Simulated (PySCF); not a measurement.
C₄H₇NSi, SMILES C#CC(=C)[SiH2]N. Geometry optimised at PBE-D3(BJ)/def2-SVP. This is a generated structure with no PubChem entry under its InChIKey; it may be hypothetical. Other conformers were not sampled.

Computed equilibrium geometry at PBE-D3(BJ)/def2-SVP (PySCF confirms it by a frequency run) as a Z-matrix (one conformer of several):
```
C
C 1 1.3600
H 2 1.1023 1 120.68
H 2 1.1031 3 117.29 1 179.83
C 1 1.4240 2 123.34 3 -179.54
C 5 1.2289 1 174.82 2 177.41
H 6 1.0806 2 163.08 3 -179.36
Si 1 1.9104 2 120.99 3 -0.37
N 8 1.7439 1 116.06 2 -121.77
H 9 1.0243 8 116.87 1 -71.57
H 9 1.0243 10 109.33 8 -136.89
H 8 1.5026 9 106.54 10 48.66
H 8 1.5046 12 111.83 9 -118.62
```
